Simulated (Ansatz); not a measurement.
The cluster Cu2Te8⁺. Charge 1, multiplicity 2. Geometry PBE0-D4/def2-SVP, that of the neutral singlet; atoms count from 1.

Cartesian coordinates in Å:
```
Cu 0.4413 1.3082 0.4964
Cu -0.9692 -0.4469 -1.0070
Te 1.1328 2.5810 -1.5508
Te 0.8119 0.1616 -2.7124
Te -0.2249 -2.2954 0.7935
Te -1.3626 -1.2435 3.0110
Te 2.9188 -1.2959 -1.5064
Te -3.1244 0.6684 -0.3742
Te 2.0903 -0.7481 1.0098
Te -1.7141 1.3105 1.8402
```

In the def2 sets Te takes a core potential; there is no spin–orbit coupling. The gap within one spin of the charge 1 doublet nearly closes, so an electron or hole may be smeared out by delocalisation error. The structure comes from a short search, and lower isomers may exist.

Question: Estimate the Mulliken populations from the PBE/def2-SVP orbitals of Ansatz.

Answer: 
| atom | charge (e) | spin (α − β) | d electrons |
| --- | --- | --- | --- |
| Cu1 | -0.05 | 0.10 | 9.63 |
| Cu2 | -0.05 | 0.10 | 9.63 |
| Te3 | 0.09 | 0.20 | – |
| Te4 | 0.19 | 0.12 | – |
| Te5 | 0.17 | 0.01 | – |
| Te6 | 0.10 | 0.07 | – |
| Te7 | 0.10 | 0.07 | – |
| Te8 | 0.09 | 0.20 | – |
| Te9 | 0.17 | 0.01 | – |
| Te10 | 0.19 | 0.12 | – |
Mulliken values and Mayer orders depend strongly on the basis.

Question: Where does the spin sit?

Answer: Summed by element: Cu 0.19, Te 0.81, of 1 unpaired in all. Largest on single atoms: Te8 0.20, Te3 0.20, Te10 0.12.

Question: And the Mayer bond orders between bonded heavy atoms (over 0.3)?

Answer: Cu1–Te3 0.85 (2.51 Å); Cu1–Te9 0.54 (2.69 Å); Cu1–Te10 0.70 (2.54 Å); Cu2–Te4 0.70 (2.54 Å); Cu2–Te5 0.54 (2.69 Å); Cu2–Te8 0.85 (2.51 Å); Te3–Te4 1.14 (2.70 Å); Te4–Te7 0.83 (2.83 Å); Te5–Te6 1.11 (2.71 Å); Te5–Te9 0.87 (2.79 Å); Te6–Te10 0.83 (2.83 Å); Te7–Te9 1.11 (2.71 Å); Te8–Te10 1.14 (2.70 Å).
